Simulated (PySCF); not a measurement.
Molecule: CH10GeOSi2, SMILES O([SiH2][SiH2][GeH3])C. Atoms near the plane z = 1.2 Å, at the GFN2-xTB optimised geometry (x, y, z in Å): C1 (2.4, 0.6, 0.0), O2 (1.0, 0.6, 0.0), Si3 (0.0, 1.9, 0.0), Si4 (-1.9, 0.6, 0.0), Ge5 (-1.1, -1.6, -0.1), H6 (2.8, 1.1, 0.9), H8 (2.8, -0.5, 0.0), H10 (0.3, 2.7, 1.2), H12 (-2.7, 0.7, 1.3), H13 (-0.2, -2.0, 1.0), H15 (-2.1, -2.7, -0.2).

Level of theory: CAM-B3LYP/def2-TZVP (PySCF 2.14.0). The values are rescaled to run from 0 to 1.

```
|                         |
|                         |
|           =#%#:         |
|          =@@@@%-        |
|          *@@@@@*        |
|          *@@@@@+        |
|          =@@@@@.  .:    |
|   .=+-...:#@@@-  *@@+   |
|  .*@@@+:---==.  -@@@@:  |
|  -@@@@@=-=:...  *@@@@=  |
|  +@@@@@*::. :=: +@@@%:  |
|  +@@@@@*:.  -+- :#%*:   |
|  :#@@@#-:.  .=:  ::.    |
|   .=+=:::.       ::.    |
|       .:-:-:     -=:    |
|       .:-*@@%.   .-:    |
|       .:=@@@@@.         |
|      ...+@@@@@+         |
|     :-:.-@@@@@*         |
|     -+-..*@@@@-         |
|     :=-. .+%#-          |
|      ..    .            |
|                         |
|                         |
|                         |
```
Scale: ten equal steps from 0.000 (start of ' ') to 1.00 (end of '@'), in the order ' .:-=+*#%@'; x runs from -5.00 to 5.00, y from -5.00 (bottom) to 5.00 (top).

Problem. Which quantity is mapped?
A) Laplacian of the electron density
B) deformation density (molecule minus spherical neutral atoms)
C) electron localisation function
D) log10 of the electron density

Solution. C, electron localisation function
